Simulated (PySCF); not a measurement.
hexafluoroethane (C₂F₆), SMILES FC(F)(F)C(F)(F)F. Atoms are numbered in the order given.

```xyz
8

F      1.0787    -0.6228     1.2181
C      0.0000     0.0000     0.7708
F      0.0000     1.2456     1.2181
F     -1.0787    -0.6228     1.2181
C      0.0000     0.0000    -0.7708
F      1.0787     0.6228    -1.2181
F      0.0000    -1.2456    -1.2181
F     -1.0787     0.6228    -1.2181
```
Charge 0, spin multiplicity 1.

Coordinates come from a PBE0-D3(BJ)/def2-SVP optimisation.

Method: TDDFT-ωB97X/def2-SVPD (PySCF).

Vertical excitations; the highest root listed may be one member of a degenerate set. Isolated molecule, no solvent. State labels are in the subgroup C2h.

Task: Estimate the UV-visible absorptions. (Estimate from the structure and the level; the computed values follow.)

Result: 
```json
[
 {"state": "S1", "symmetry": "Ag", "energy (eV)": "12.06", "λ (nm)": "103", "f": "0.000", "main pairs": "HOMO→LUMO 92 %"},
 {"state": "S2", "symmetry": "Bu", "energy (eV)": "12.07", "λ (nm)": "103", "f": "0.033", "main pairs": "HOMO→LUMO+2, HOMO→LUMO+7 (degenerate set)"},
 {"state": "S3", "symmetry": "Au", "energy (eV)": "12.07", "λ (nm)": "103", "f": "0.033", "main pairs": "HOMO→LUMO+3, HOMO→LUMO+6 (degenerate set)"},
 {"state": "S4", "symmetry": "Bg", "energy (eV)": "12.92", "λ (nm)": "96", "f": "0.000", "main pairs": "HOMO−1→LUMO 73 %, HOMO−2→LUMO+1 14 %"},
 {"state": "S5", "symmetry": "Au", "energy (eV)": "13.04", "λ (nm)": "95", "f": "0.000", "main pairs": "HOMO−2→LUMO 64 %, HOMO−1→LUMO+1 19 %"},
 {"state": "S6", "symmetry": "Bu", "energy (eV)": "13.12", "λ (nm)": "95", "f": "0.282", "main pairs": "HOMO→LUMO+1 78 %"},
 {"state": "S7", "symmetry": "Au", "energy (eV)": "13.27", "λ (nm)": "93", "f": "0.027", "main pairs": "HOMO−1→LUMO+2, HOMO−1→LUMO+7 (degenerate set)"},
 {"state": "S8", "symmetry": "Bu", "energy (eV)": "13.27", "λ (nm)": "93", "f": "0.027", "main pairs": "HOMO−1→LUMO+3, HOMO−1→LUMO+6 (degenerate set)"},
 {"state": "S9", "symmetry": "Ag", "energy (eV)": "13.28", "λ (nm)": "93", "f": "0.000", "main pairs": "HOMO−4→LUMO, HOMO−2→LUMO+3 (degenerate set)"},
 {"state": "S10", "symmetry": "Bg", "energy (eV)": "13.28", "λ (nm)": "93", "f": "0.000", "main pairs": "HOMO−3→LUMO, HOMO−2→LUMO+2 (degenerate set)"},
 {"state": "T1", "symmetry": "Au", "energy (eV)": "11.15", "λ (nm)": "111", "f": "0", "main pairs": "HOMO→LUMO+3, HOMO→LUMO+6 (degenerate set)"},
 {"state": "T2", "symmetry": "Bu", "energy (eV)": "11.15", "λ (nm)": "111", "f": "0", "main pairs": "HOMO→LUMO+2, HOMO→LUMO+7 (degenerate set)"},
 {"state": "T3", "symmetry": "Ag", "energy (eV)": "11.91", "λ (nm)": "104", "f": "0", "main pairs": "HOMO→LUMO 89 %"},
 {"state": "T4", "symmetry": "Bg", "energy (eV)": "12.67", "λ (nm)": "98", "f": "0", "main pairs": "HOMO−1→LUMO 62 %, HOMO−2→LUMO+1 14 %"}
]
```
Triplets are in the Tamm–Dancoff approximation, which puts them higher than full response would, so one can lie above its singlet here.
